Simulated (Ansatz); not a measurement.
Computed with Ansatz on PBE0-D4/def2-TZVP structures; ΔE is electronic, products minus reactants. CCSD(T)/CBS is the MP2 limit (def2-TZVPP, def2-QZVPP) plus CCSD(T) − MP2 in def2-TZVPP, frozen cores. This one scheme is used for every species. Functionals use def2-TZVPP. B3LYP here is the variant with VWN-RPA as its local correlation; programs differ in this. HSE06 is defined as in plane-wave codes. For Ga outer-core shells are correlated without core-valence functions, which leaves a few kJ/mol of doubt a bond. Scalar relativity is left out up to krypton. One conformer a species, not always the lowest.

Consider the ligand exchange at a Ga–O bond: `B[NH][GaH][O][SiH3]` + H–F → `B[NH][GaH][F]` + silanol.

`B[NH][GaH][O][SiH3]`:

Z-matrix (Å, degrees):
```
Si
O 1 1.629
H 1 1.487 2 109.9
H 1 1.487 2 109.9 3 119.7
H 1 1.492 2 111.3 3 -120.1
Ga 2 1.780 1 140.4 3 119.7
N 6 1.839 2 111.4 1 -180.0
H 6 1.545 2 122.6 1 0.0
B 7 1.398 6 124.3 2 -180.0
H 7 1.010 6 117.3 2 0.0
H 9 1.202 7 118.7 6 -0.0
H 9 1.199 7 120.5 6 180.0
```

H–F:

```xyz
2

F     0.022    0.320    0.330
H    -0.022   -0.320   -0.330
```

`B[NH][GaH][F]`:

Z-matrix (Å, degrees):
```
B
N 1 1.399
H 1 1.202 2 118.6
H 1 1.198 2 120.6 3 -180.0
Ga 2 1.836 1 123.6 3 0.0
H 2 1.010 1 118.7 3 180.0
F 5 1.756 2 111.7 1 179.9
H 5 1.541 2 128.4 1 -0.1
```

`O[SiH3]`:

```xyz
6

O     0.742   -0.173    1.030
Si   -0.338   -0.017   -0.204
H     1.640    0.121    0.879
H    -0.505    1.405   -0.611
H    -1.622   -0.546    0.310
H     0.083   -0.790   -1.405
```

Is it downhill or uphill in electronic energy at CCSD(T)/CBS, and by how much? (Best estimate.)

Computed: Downhill: ΔE = -1.8 kcal/mol.

What do these levels give: LDA (SPW92), revPBE-D4, revPBE, BLYP, B3LYP, HSE06? (An estimate is asked.)

The calculation gave: LDA (SPW92) -4.0, revPBE-D4 -3.9, revPBE -6.3, BLYP -6.9, B3LYP -5.8, HSE06 -4.6 kcal/mol.

Largest T1 diagnostic among the species: 0.014.

Leaving LDA and LC-ωPBE aside and taking each functional with its dispersion term where it has one, the values, not all of them listed here, spread over 2.1 kcal/mol, from B97M-V to BHLYP-D4. LDA lies +1.8 kcal/mol from PBE without D4. From r2SCAN to r2SCAN0 (25 % exact exchange), in def2-TZVPP and without D4, ΔE moves by +0.8 kcal/mol. The D4 term adds +2.1 kcal/mol with B3LYP and +1.2 kcal/mol with PBE0; it sums over pairs of atoms, weighted by their polarisabilities, and B3LYP, whose exchange is more repulsive, gets the larger term.
